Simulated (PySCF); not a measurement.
Screening by computed properties: pick the candidate that meets the target.

Species are written as SMILES; each is one conformer at its optimised geometry, gas phase, non-relativistic unless stated; the electronic structure was computed with PySCF and density fitting.

The conformers computed, where there is a choice (atom-mapped SMILES and torsion angles):
- `[O:1]=[S:2](=[O:3])([Cl:4])[CH2:5][CH:6]([SiH3:7])[SiH3:8]`: O1–S2–C5–C6 67°, S2–C5–C6–Si7 -64°
- `[CH3:1][CH2:2][C@H:3]([CH3:4])[n:5]1[n:6][cH:7][c:8]([CH3:9])[n:10]1`: C1–C2–C3–C4 -175°, C2–C3–N5–N6 -123°
- `[CH3:1][C:2](=[O:3])[O:4][CH:5]([CH3:6])[CH3:7]`: C1–C2–O4–C5 179°, C2–O4–C5–C6 155°
- `[CH3:1][C:2]([CH3:3])([NH:4][SiH2:5][NH2:6])[C:7]([F:8])([F:9])[F:10]`: C1–C2–N4–Si5 151°, C2–N4–Si5–N6 -73°, C1–C2–C7–F8 62°, H–N6–Si5–N4 175°, H–N6–Si5–N4 -49°
- `[CH2:1]=[C:2]([CH3:3])[C:4]1=[CH:5][CH2:6][O:7][CH2:8]1`: C1–C2–C4–C5 180°

Question: Wanted: smallest rotational constant below 0.8 GHz (GFN2-xTB) and HOMO energy below -7.6 eV (PBE0/pcSseg-1), at GFN2-xTB geometries. Which candidate meets both?
A. `C=C(C)C1=CCOC1`
B. `CC(OC(C)C)=O`
C. `O=S(=O)(Cl)CC([SiH3])[SiH3]`
D. `CC(C)(N[SiH2]N)C(F)(F)F`
E. `CC[C@H](C)N1N=CC(C)=N1`

Answer: C. Computed values:
```csv
species,smallest rotational constant,HOMO energy
O=S(=O)(Cl)CC([SiH3])[SiH3],0.626 GHz,-8.79 eV
CC(C)(N[SiH2]N)C(F)(F)F,0.697 GHz,-7.29 eV
CC[C@H](C)N1N=CC(C)=N1,0.850 GHz,-7.14 eV
C=C(C)C1=CCOC1,1.130 GHz,-6.53 eV
CC(OC(C)C)=O,1.472 GHz,-7.84 eV
```
